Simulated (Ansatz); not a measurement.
An input meant for Ge(NH2)2H2 (GeN2H6) (charge 0, singlet).

```yaml
crystal:
  periodic: [false, false, false]
  atoms:
    - {symbol: Ge, position_ang: [-0.561337, 0.008597, -0.396225]}
    - {symbol: N, position_ang: [-0.716535, -0.003443, 1.439827]}
    - {symbol: H, position_ang: [-0.336001, 0.804715, 1.911905]}
    - {symbol: H, position_ang: [-0.375206, -0.837841, 1.895948]}
    - {symbol: N, position_ang: [1.116718, -0.002697, -1.157364]}
    - {symbol: H, position_ang: [1.672178, -0.825269, -0.968634]}
    - {symbol: H, position_ang: [1.677863, 0.817787, -0.976565]}
    - {symbol: H, position_ang: [-1.224118, 1.309660, -0.867025]}
    - {symbol: H, position_ang: [-1.253572, -1.271508, -0.881877]}
basis:
  gaussian: {orbitals: cc-pVDZ}
total_charge: 1
magnetization: {spin_polarized: true, initial_magnetization: 2}
hamiltonian: {xc: {name: r2SCANh}, dispersion: d3bj}
scf: {lower_state_search: off}
```

```sh
$ ansatz run in.yaml --threads 4 --pin off --events-out ev --progress --plain --max-ram 3916MiB
```

Output, abridged:

```
Error: a molecule whose nuclei and cores have a total charge of 52 cannot have a net charge of 1 together with 2 unpaired electrons
```

What is wrong with this run?

The number of unpaired electrons doesn't fit the electron count. The input was rejected before any iteration.
